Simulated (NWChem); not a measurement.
System: ammonium (NH$_{4}$ cation); SMILES [NH4+]

Input file for NWChem:

```
start job
memory heap 200 mb stack 900 mb global 1100 mb
charge 1
geometry units angstroms noautosym nocenter noautoz
  N      0.000000     0.000000     0.000000
  H     -0.590962    -0.590962    -0.590962
  H      0.590962     0.590962    -0.590962
  H     -0.590962     0.590962     0.590962
  H      0.590962    -0.590962     0.590962
end
basis spherical
  * library def2-svp
end
dft
  xc pbe0
  iterations 150
end
cosmo
  dielec 2.4
end
task dft energy
```

NWChem printed, in part:

```
             Northwest Computational Chemistry Package (NWChem) 7.3.0
             --------------------------------------------------------

                             Geometry "geometry" -> ""
                             -------------------------

 Output coordinates in angstroms (scale by  1.889725989 to convert to a.u.)

  No.       Tag          Charge          X              Y              Z
 ---- ---------------- ---------- -------------- -------------- --------------
    1 N                    7.0000     0.00000000     0.00000000     0.00000000
    2 H                    1.0000    -0.59096200    -0.59096200    -0.59096200
    3 H                    1.0000     0.59096200     0.59096200    -0.59096200
    4 H                    1.0000    -0.59096200     0.59096200     0.59096200
    5 H                    1.0000     0.59096200    -0.59096200     0.59096200

 Effective nuclear repulsion energy (a.u.)      16.3752187520

                                 NWChem DFT Module
                                 -----------------

 Summary of "ao basis" -> "ao basis" (spherical)
 ------------------------------------------------------------------------------
       Tag                 Description            Shells   Functions and Types
 ---------------- ------------------------------  ------  ---------------------
 N                          def2-svp                 6       14   3s2p1d
 H                          def2-svp                 3        5   2s1p

 in cosmo_initialize ...

 solvent parameters
 solvname_short: unkn
 solvname_long:  unknown
 dielec:        2.4000

          ---------------
          -cosmo- solvent
          ---------------
 Cosmo: York-Karplus, doi: 10.1021/jp992097l
 dielectric constant -eps-     =   2.40
 screen = (eps-1)/(eps    )    =   0.58333
 surface charge correction     = lagrangian

   van der Waals surface
 --------------------------

 ---------- ATOMIC COORDINATES (A.U.) ------------ VDWR(ANG.) --
     1    0.00000000    0.00000000    0.00000000     1.830
     2   -1.11675625   -1.11675625   -1.11675625     1.300
     3    1.11675625    1.11675625   -1.11675625     1.300
     4   -1.11675625    1.11675625    1.11675625     1.300
     5    1.11675625   -1.11675625    1.11675625     1.300
 number of segments per atom =         32
 number of   points per atom =         32
 atom (   nspa,  nppa )
 ----------------------
    1 (     16,     0 )       0
    2 (     16,     0 )       0
    3 (     16,     0 )       0
    4 (     16,     0 )       0
    5 (     16,     0 )       0
 number of -cosmo- surface points =       80
 molecular surface =     57.582 angstrom**2
 molecular volume  =     33.666 angstrom**3
 G(cav/disp)       =      1.148 kcal/mol
 -lineq- algorithm             =   0
 -bem- low  level              =   2
 -bem- from -octahedral-
 gaussian surface charge width =   4.50000
 degree of switching           =   1.00000
 switching function tolerance  =   0.00010
 atomic radii =
 --------------
    1  7.000  1.830
    2  1.000  1.300
    3  1.000  1.300
    4  1.000  1.300
    5  1.000  1.300
 ...... end of -cosmo- initialization ......

            General Information
            -------------------
          SCF calculation type: DFT
          Wavefunction type:  closed shell.
          No. of atoms     :     5
          No. of electrons :    10
           Alpha electrons :     5
            Beta electrons :     5
          Charge           :     1
          Spin multiplicity:     1
          Use of symmetry is: off; symmetry adaption is: off
          Maximum number of iterations: 150
          AO basis - number of functions:    34
                     number of shells:    18
          Convergence on energy requested:  1.00D-06
          Convergence on density requested:  1.00D-05
          Convergence on gradient requested:  5.00D-04

              XC Information
              --------------
                         PBE0 Method XC Functional
                     Hartree-Fock (Exact) Exchange  0.250
          PerdewBurkeErnzerhof Exchange Functional  0.750
            Perdew 1991 LDA Correlation Functional  1.000 local
           PerdewBurkeErnz. Correlation Functional  1.000 non-local

             Grid Information
             ----------------
          Grid used for XC integration:  medium
          Radial quadrature: Mura-Knowles
          Angular quadrature: Lebedev.
          Tag              B.-S. Rad. Rad. Pts. Rad. Cut. Ang. Pts.
          ---              ---------- --------- --------- ---------
          N                   0.65       49           6.0       434
          H                   0.35       45           7.0       434
          Grid pruning is: on
          Number of quadrature shells:   229
          Spatial weights used:  Erf1

      Superposition of Atomic Density Guess
      -------------------------------------

 Sum of atomic energies:         -56.24129762

 Renormalizing density from      11.00 to     10

[...]

                                   COSMO solvation results
                                   -----------------------

                 gas phase energy =       -56.788525785997
                 sol phase energy =       -56.867012334455
 (electrostatic) solvation energy =         0.078486548458 (   49.25 kcal/mol)

                       DFT Final Molecular Orbital Analysis
                       ------------------------------------

 Vector    3  Occ=2.000000D+00  E=-6.840151D-01
              MO Center= -1.4D-02,  1.5D-02,  2.1D-01, r^2= 8.6D-01
   Bfn.  Coefficient  Atom+Function         Bfn.  Coefficient  Atom+Function
  ----- ------------  ---------------      ----- ------------  ---------------
     4      0.369126  1 N  px                 5     -0.345588  1 N  py
    25      0.317150  4 H  s                 30     -0.296287  5 H  s
     7     -0.164693  1 N  px                 8      0.154191  1 N  py
    26      0.049428  4 H  s                 31     -0.046177  5 H  s

 Vector    4  Occ=2.000000D+00  E=-6.840151D-01
              MO Center=  1.5D-01,  1.2D-01, -6.7D-02, r^2= 8.6D-01
   Bfn.  Coefficient  Atom+Function         Bfn.  Coefficient  Atom+Function
  ----- ------------  ---------------      ----- ------------  ---------------
     6      0.414038  1 N  pz                20      0.353562  3 H  s
     5     -0.225746  1 N  py                30     -0.195562  5 H  s
     4     -0.184086  1 N  px                 9     -0.184731  1 N  pz
    25     -0.159805  4 H  s                  8      0.100721  1 N  py
     7      0.082133  1 N  px                21      0.055103  3 H  s

 Vector    5  Occ=2.000000D+00  E=-6.840151D-01
              MO Center= -1.4D-01, -1.4D-01, -1.4D-01, r^2= 8.5D-01
   Bfn.  Coefficient  Atom+Function         Bfn.  Coefficient  Atom+Function
  ----- ------------  ---------------      ----- ------------  ---------------
    15      0.376285  2 H  s                  4      0.293486  1 N  px
     5      0.293059  1 N  py                 6      0.290272  1 N  pz
     7     -0.130945  1 N  px                 8     -0.130754  1 N  py
     9     -0.129510  1 N  pz                20     -0.127145  3 H  s
    25     -0.124387  4 H  s                 30     -0.124753  5 H  s

 Vector    6  Occ=0.000000D+00  E=-5.610442D-02
              MO Center=  1.3D-09,  1.3D-09,  1.4D-09, r^2= 3.7D+00
   Bfn.  Coefficient  Atom+Function         Bfn.  Coefficient  Atom+Function
  ----- ------------  ---------------      ----- ------------  ---------------
     3      1.439510  1 N  s                 16     -0.585531  2 H  s
    21     -0.585531  3 H  s                 26     -0.585531  4 H  s
    31     -0.585531  5 H  s                  2      0.331014  1 N  s
     1      0.156045  1 N  s                 15     -0.104936  2 H  s
    20     -0.104936  3 H  s                 25     -0.104936  4 H  s

 Vector    7  Occ=0.000000D+00  E= 2.616435D-02
              MO Center= -4.7D-01, -4.7D-01, -4.6D-01, r^2= 2.9D+00
   Bfn.  Coefficient  Atom+Function         Bfn.  Coefficient  Atom+Function
  ----- ------------  ---------------      ----- ------------  ---------------
    16      1.519121  2 H  s                 26     -0.512111  4 H  s
    31     -0.511591  5 H  s                 21     -0.495419  3 H  s
     9      0.438490  1 N  pz                 7      0.431340  1 N  px
     8      0.431563  1 N  py                15      0.268699  2 H  s
     6     -0.233037  1 N  pz                 4     -0.229237  1 N  px

 Vector    8  Occ=0.000000D+00  E= 2.616435D-02
              MO Center= -1.0D-02,  1.0D-02,  7.0D-01, r^2= 3.1D+00
   Bfn.  Coefficient  Atom+Function         Bfn.  Coefficient  Atom+Function
  ----- ------------  ---------------      ----- ------------  ---------------
    26      1.249429  4 H  s                 31     -1.231148  5 H  s
     7      0.535378  1 N  px                 8     -0.527146  1 N  py
     4     -0.284529  1 N  px                 5      0.280153  1 N  py
    25      0.220996  4 H  s                 30     -0.217763  5 H  s

     Multipole analysis of the density
     ---------------------------------

     L   x y z        total         alpha         beta         nuclear
     -   - - -        -----         -----         ----         -------
     0   0 0 0      1.000000     -5.000000     -5.000000     11.000000

     1   1 0 0      0.000000      0.000000      0.000000      0.000000
     1   0 1 0      0.000000      0.000000      0.000000      0.000000
     1   0 0 1      0.000000      0.000000      0.000000      0.000000

     2   2 0 0     -3.205664     -4.097121     -4.097121      4.988578
     2   1 1 0     -0.000000     -0.000000     -0.000000      0.000000
     2   1 0 1     -0.000000     -0.000000     -0.000000      0.000000
     2   0 2 0     -3.205664     -4.097121     -4.097121      4.988578
     2   0 1 1     -0.000000     -0.000000     -0.000000      0.000000
     2   0 0 2     -3.205664     -4.097121     -4.097121      4.988578
```

Level: PBE0/def2-SVP, COSMO on the gas-phase geometry. The geometry was optimised at PBE0-D3(BJ)/def2-TZVP. COSMO prints the solvation energy as gas minus solution, so a positive value is a stabilisation.
